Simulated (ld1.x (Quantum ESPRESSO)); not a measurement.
## Varying the PAW potential for Cd

Base potential:

```
Element                 : Cd
Generator               : ld1.x (Quantum ESPRESSO) 7.5
Type                    : PAW
Functional              : PBE
Relativity              : scalar-relativistic
Frozen core             : [Kr]
Valence charge          : 12
Reference configuration : 4d10 5s1 5p0 (charge +1)
Partial waves           : 5s (bound): rcut 1.70, rcutus 2.10 bohr; 5s channel at -0.1 Ry: rcut 1.70, rcutus 2.10 bohr; 5p (bound, empty): rcut 2.40, rcutus 3.05 bohr; 5p channel at 1.35 Ry: rcut 2.40, rcutus 3.05 bohr; 4d (bound): rcut 0.90, rcutus 1.25 bohr; 4d channel at 0.95 Ry: rcut 0.90, rcutus 1.25 bohr
Local potential         : all-electron potential smoothed inside 2.05 bohr (lloc = -2)
Core correction         : Bessel-smoothed model core inside 0.85 bohr
Augmentation charge     : PSQ, inside the norm-conserving radii
```

All-electron outer shells of the reference configuration (PBE, scalar-relativistic, ld1.x):

```csv
shell,level (eV),outermost node (bohr),outermost maximum (bohr)
4p,-75.82,0.43,0.84
4d,-20.51,0.42,0.98
5s,-13.06,1.06,2.23
5p,-7.37,1.19,2.83
```

Cutoffs, loose and tight: the cutoffs (Ry, on a coarse ladder) from which the occupation-weighted sum of valence levels, in a spherical-Bessel basis at the reference potential, stays within 10 and 1 mRy of its value at 400 Ry. They do not see the model core or the augmentation charge, which bear on the density cutoff. Test errors are all-electron minus pseudo excitation energies from the reference, over the configurations 4d10 5s2 5p0; 4d10 5s0 5p0; 4d9 5s0 5p0; 4d9 5s2 5p0; 4d9 5s2 5p1; 4d10 5s0 5p2; 4d10 5s1 5p1. A dash means not determined; rows that change the core or the reference have their own tests.

```csv
change,outcome,"cutoff, loose","cutoff, tight",bound ghosts,largest test error (meV)
base,generated,70 Ry,140 Ry,none,-128
"wave 4d channel at 0.95 Ry: rcut 0.90, rcutus 1.25 bohr becomes 4d channel at -1.38 Ry: rcut 0.90, rcutus 1.25 bohr",generated,70 Ry,140 Ry,none,-126
"wave 4d channel at 0.95 Ry: rcut 0.90, rcutus 1.25 bohr becomes 4d channel at -1.32 Ry: rcut 0.90, rcutus 1.25 bohr",generated,70 Ry,140 Ry,none,-127
"wave 4d channel at 0.95 Ry: rcut 0.90, rcutus 1.25 bohr becomes 4d channel at -1.19 Ry: rcut 0.90, rcutus 1.25 bohr",generated,70 Ry,140 Ry,none,-125
"wave 4d channel at 0.95 Ry: rcut 0.90, rcutus 1.25 bohr becomes 4d channel at -1.09 Ry: rcut 0.90, rcutus 1.25 bohr",generated,70 Ry,140 Ry,none,-130
"wave 4d channel at 0.95 Ry: rcut 0.90, rcutus 1.25 bohr becomes 4d channel at -0.73 Ry: rcut 0.90, rcutus 1.25 bohr",generated,70 Ry,140 Ry,none,-126
"wave 4d channel at 0.95 Ry: rcut 0.90, rcutus 1.25 bohr becomes 4d channel at -0.25 Ry: rcut 0.90, rcutus 1.25 bohr",generated,70 Ry,140 Ry,none,-129
"wave 4d channel at 0.95 Ry: rcut 0.90, rcutus 1.25 bohr becomes 4d channel at 0.45 Ry: rcut 0.90, rcutus 1.25 bohr",generated,70 Ry,140 Ry,none,-129
"wave 4d channel at 0.95 Ry: rcut 0.90, rcutus 1.25 bohr becomes 4d channel at 1.22 Ry: rcut 0.90, rcutus 1.25 bohr",generated,70 Ry,140 Ry,none,-128
"wave 4d channel at 0.95 Ry: rcut 0.90, rcutus 1.25 bohr becomes 4d channel at 2.71 Ry: rcut 0.90, rcutus 1.25 bohr",generated,70 Ry,140 Ry,none,-128
"wave 4d channel at 0.95 Ry: rcut 0.90, rcutus 1.25 bohr becomes 4d channel at 4.93 Ry: rcut 0.90, rcutus 1.25 bohr",generated,70 Ry,140 Ry,none,-129
```
